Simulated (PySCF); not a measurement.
Breaking a bond: CuF, singlet. Each curve is given relative to its own lowest point near equilibrium.

```json
[
 {"R / Å": "1.34", "A": "3.485", "B": "4.547", "C": "4.581", "D": "5.215"},
 {"R / Å": "1.42", "A": "1.662", "B": "2.499", "C": "2.390", "D": "3.023"},
 {"R / Å": "1.51", "A": "0.567", "B": "1.135", "C": "1.497", "D": "1.497"},
 {"R / Å": "1.59", "A": "0.123", "B": "0.468", "C": "0.702", "D": "0.702"},
 {"R / Å": "1.64", "A": "0.012", "B": "0.226", "C": "0.392", "D": "0.392"},
 {"R / Å": "1.70", "A": "0.000", "B": "0.062", "C": "0.157", "D": "0.157"},
 {"R / Å": "1.76", "A": "0.083", "B": "0.000", "C": "0.036", "D": "0.036"},
 {"R / Å": "1.81", "A": "0.204", "B": "0.004", "C": "0.000", "D": "0.000"},
 {"R / Å": "1.86", "A": "0.359", "B": "0.047", "C": "0.008", "D": "0.008"},
 {"R / Å": "1.94", "A": "0.654", "B": "0.171", "C": "0.090", "D": "0.090"},
 {"R / Å": "2.03", "A": "1.026", "B": "0.367", "C": "0.248", "D": "0.248"},
 {"R / Å": "2.19", "A": "1.716", "B": "0.789", "C": "0.624", "D": "0.624"},
 {"R / Å": "2.35", "A": "2.376", "B": "1.244", "C": "1.045", "D": "1.045"},
 {"R / Å": "2.66", "A": "3.373", "B": "2.087", "C": "1.838", "D": "1.838"},
 {"R / Å": "2.91", "A": "3.853", "B": "2.679", "C": "2.143", "D": "2.399"},
 {"R / Å": "3.19", "A": "4.176", "B": "3.237", "C": "2.181", "D": "2.935"},
 {"R / Å": "3.53", "A": "4.406", "B": "3.776", "C": "2.200", "D": "3.471"},
 {"R / Å": "3.84", "A": "4.534", "B": "4.148", "C": "2.207", "D": "3.869"},
 {"R / Å": "4.28", "A": "4.645", "B": "—", "C": "2.211", "D": "4.323"},
 {"R / Å": "4.80", "A": "4.716", "B": "—", "C": "2.213", "D": "4.739"},
 {"R / Å": "5.35", "A": "4.756", "B": "—", "C": "2.213", "D": "5.079"},
 {"R / Å": "6.19", "A": "4.784", "B": "—", "C": "2.213", "D": "5.463"},
 {"R / Å": "7.03", "A": "4.822", "B": "—", "C": "2.213", "D": "5.744"}
]
```

Energies in eV.

Which curve belongs to which method? The methods are PySCF with CCSD on RHF/def2-TZVP, 6 core orbitals frozen; RHF/def2-TZVP in PySCF; UHF/def2-TZVP in PySCF 2.14.0; unrestricted B3LYP/6-31G*, spherical d (PySCF).

A is UKS-B3LYP/6-31G*; B is RCCSD; C is UHF; D is RHF.

A dash means that the run gave no value there, or that the column was ended at a point which the program doubted or which failed a test of continuity chosen for this set; such a test can also cut sound points.

The unrestricted solution behind UHF changes between 1.42 and 1.51 Å, which can leave a kink. The unrestricted determinant behind UHF is spin-contaminated at 1.34 to 1.42, 2.91 to 7.03 Å (<S²> up to 1.0, against 0.00 for a pure singlet). The unrestricted determinant behind UKS-B3LYP/6-31G* is spin-contaminated at 1.51 to 7.03 Å (<S²> up to 1.0, against 0.00 for a pure singlet). The T1 diagnostic of CCSD on the restricted reference of RCCSD exceeds 0.045 at 3.19 to 4.28 Å. The restricted form behind RHF keeps the bonding electrons paired and can't separate into open-shell fragments.
